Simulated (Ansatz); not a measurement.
One change: `[SnH3][GeH]1[CH2][O]1` becomes `[BH2][GeH]1[CH2][O]1`.

Ansatz, PBE0-D4/def2-TZVP geometries, multiplicity 1. 

Elements past krypton have def2 core potentials. Scalar relativity is left out up to krypton.

```tsv
property	`[SnH3][GeH]1[CH2][O]1`
size of the dipole moment (PBE/def2-TZVPP) / D	1.97
HOMO–LUMO gap (PBE0/def2-TZVPP) / eV	5.89
LUMO energy (PBE/def2-TZVPP) / eV	-1.87
HOMO energy (B3LYP/def2-TZVPP) / eV	-6.79
LUMO energy (ωB97M-V/def2-TZVPP) / eV	0.65
HOMO energy (PBE0/def2-TZVPP) / eV	-6.99
```

**Question.** Give the same properties after the change, and the shifts. (Best estimate.)

**Answer.** Ansatz gave: 
```json
{"property": "size of the dipole moment (PBE/def2-TZVPP) / D", "`[BH2][GeH]1[CH2][O]1`": "1.58", "shift": "-0.39"}
{"property": "HOMO–LUMO gap (PBE0/def2-TZVPP) / eV", "`[BH2][GeH]1[CH2][O]1`": "4.22", "shift": "-1.67"}
{"property": "LUMO energy (PBE/def2-TZVPP) / eV", "`[BH2][GeH]1[CH2][O]1`": "-3.61", "shift": "-1.74"}
{"property": "HOMO energy (B3LYP/def2-TZVPP) / eV", "`[BH2][GeH]1[CH2][O]1`": "-6.81", "shift": "-0.02"}
{"property": "LUMO energy (ωB97M-V/def2-TZVPP) / eV", "`[BH2][GeH]1[CH2][O]1`": "-0.90", "shift": "-1.55"}
{"property": "HOMO energy (PBE0/def2-TZVPP) / eV", "`[BH2][GeH]1[CH2][O]1`": "-7.00", "shift": "-0.01"}
```

The zero-point energy changes by -0.7 kJ/mol with -3 modes. Dipoles are sizes alone; their direction can turn.

Positive LUMOs are unbound, so they and the gaps depend on the basis.

B3LYP here is the variant with VWN-RPA as its local correlation; programs differ in this.
